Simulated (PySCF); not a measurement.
# Ionisation energy of Zn⁺ by level of theory

Zn⁺ [Ar] 3d10 4s1 (2S) → Zn²⁺ [Ar] 3d10 (1S), as a difference of total energies. All numbers are calculated (PySCF 2.14, no relativity, point nucleus, in dyall-av2z (16s12p7d2f, 101 functions)). Correlated levels: valence: [Ar] frozen; virtual orbitals above 40 to 60 times the deepest correlated orbital energy dropped. The calculations carry no spin-orbit coupling.

```
           method  ionisation energy (eV)  difference from reference (eV)
              UHF                  16.587                          -1.377
              LDA                  18.683                          +0.719
              PBE                  18.381                          +0.417
             PBE0                  18.007                          +0.043
           r2SCAN                  18.203                          +0.239
          r2SCAN0                  17.947                          -0.017
           PBEsol                  18.334                          +0.370
        CAM-B3LYP                  18.298                          +0.334
           B2PLYP                  17.946                          -0.018
    MP2 (valence)                  17.447                          -0.517
SCS-MP2 (valence)                  17.313                          -0.651
```

Reference: 17.964 eV (measured; NIST Atomic Spectra Database, ionization energies).

These non-relativistic numbers lack the scalar-relativistic shift.

Errors of the correlated levels include the incompleteness of this basis and the frozen core.
